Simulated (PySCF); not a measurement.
Computed shifts of a molecule C5H6Si, B3LYP/pcSseg-1 (PySCF), GIAO, gas phase, atoms alike by connectivity averaged where their shifts nearly agree, in ppm (number of nuclei): ²⁹Si: -67.8 (1). ¹³C: 102.6 (2), 87.1 (2), 1.7 (1). ¹H: 4.76 (1), 2.48 (2), 0.72 (3). References: ²⁹Si against TMS (σ = 338.7 ppm); ¹³C against TMS (σ = 181.3 ppm); ¹H against TMS (σ = 31.68 ppm), references at their B3LYP-D3(BJ)/def2-TZVP geometries, non-relativistic. Geometry: B3LYP-D3(BJ)/def2-SVP. One conformer was computed; it need not be the lowest.

Task: Which structure fits?
A) C#CC=C=C[SiH3]
B) C#C[SiH](C)C#C
C) C#CC1=CC[SiH2]1
D) C#CC[SiH2]C#C

Result: B, C#C[SiH](C)C#C
